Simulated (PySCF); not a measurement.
A PySCF script (with the pyscf-properties extension) for the NMR shieldings of `InChI=1S/CH7B2F3Si2/c2-8(3)7-1(4,5)6/h8H,2-3,7H2`, on a GFN2-xTB geometry:

```python
import basis_set_exchange as bse
import numpy as np
from pyscf import gto, dft
from pyscf.prop import nmr

atoms = """
B     1.515398    1.774550   -0.300342
Si    1.187510   -0.127305   -0.628055
B     1.810480   -1.217959    0.873666
Si   -1.109033   -0.499030   -0.999756
C    -2.061327    0.037728    0.614389
F    -3.395802   -0.125419    0.532395
F    -1.668401   -0.659582    1.705423
F    -1.865980    1.339925    0.925504
H     0.997466    2.321378    0.593833
H     2.266885    2.394407   -0.947016
H     1.717347   -0.591010   -1.941415
H     2.698094   -1.971733    0.766989
H     1.331731   -1.097090    1.933513
H    -1.821447    0.300621   -2.003401
H    -1.607334   -1.871492   -1.147639
"""
names = dict.fromkeys(["B", "Si", "C", "F", "H"], "pcSseg-1")
basis = {el: gto.basis.parse(bse.get_basis(n, elements=[el], fmt="nwchem")) for el, n in names.items()}
mol = gto.M(atom=atoms, basis=basis, charge=0, verbose=0)
mf = dft.RKS(mol, xc="PBE0")
mf.grids.level = 2
mf.grids.alignment = dft.numint.BLKSIZE   # the property module wants whole blocks of grid points
mf.conv_tol = 1e-9
mf.kernel()

calc = nmr.RKS(mf)   # GIAO
C = mf.mo_coeff
Co = C[:, mf.mo_occ > 0]
resp = mf.gen_response(singlet=True, hermi=2)
def vind(x):   # induced exchange potential for any number of trial vectors
    d = np.einsum("pi,xij,qj->xpq", C, 2 * x.reshape(-1, C.shape[1], Co.shape[1]), Co, optimize=True)
    return np.einsum("xpq,pi,qj->xij", resp(d - d.transpose(0, 2, 1)), C, Co, optimize=True).ravel()
mo1, _ = nmr.rhf.solve_mo1(calc, with_cphf=vind)
sigma = calc.kernel(mo1)
for i, s in enumerate(sigma):   # ppm
    w = np.linalg.eigvalsh((s + s.T) / 2)
    print("%2d %-2s iso %8.1f  s11 %8.1f  s22 %8.1f  s33 %8.1f" % (i, mol.atom_pure_symbol(i), w.mean(), *w))
```

Q: What are the results?

A: 
```
 0 B  iso    -18.2  s11   -143.5  s22    -60.0  s33    148.9
 1 Si iso    454.0  s11    414.3  s22    452.4  s33    495.3
 2 B  iso    -18.2  s11   -143.5  s22    -60.0  s33    148.9
 3 Si iso    415.9  s11    369.0  s22    412.1  s33    466.5
 4 C  iso     44.2  s11     37.4  s22     40.4  s33     54.7
 5 F  iso    234.1  s11    137.6  s22    240.6  s33    324.2
 6 F  iso    235.1  s11    133.3  s22    246.8  s33    325.2
 7 F  iso    235.2  s11    133.4  s22    247.0  s33    325.2
 8 H  iso     20.8  s11      7.2  s22     26.3  s33     29.0
 9 H  iso     20.8  s11      8.2  s22     26.7  s33     27.5
10 H  iso     27.4  s11     24.0  s22     25.1  s33     33.2
11 H  iso     20.8  s11      8.2  s22     26.7  s33     27.5
12 H  iso     20.8  s11      7.2  s22     26.3  s33     29.0
13 H  iso     27.5  s11     24.0  s22     26.2  s33     32.3
14 H  iso     27.5  s11     24.0  s22     26.2  s33     32.3
```

These numbers come from an equivalent density-fitted implementation of the same equations, which agrees with the script to about 0.01 ppm for H and up to a few tenths of a ppm for heavy atoms, so last digits may differ.

Size and cost of the density-fitted run: 185 basis functions, 30 s wall time on 1 thread of an Arm Neoverse V1, shared host; peak memory 0.82 GiB.
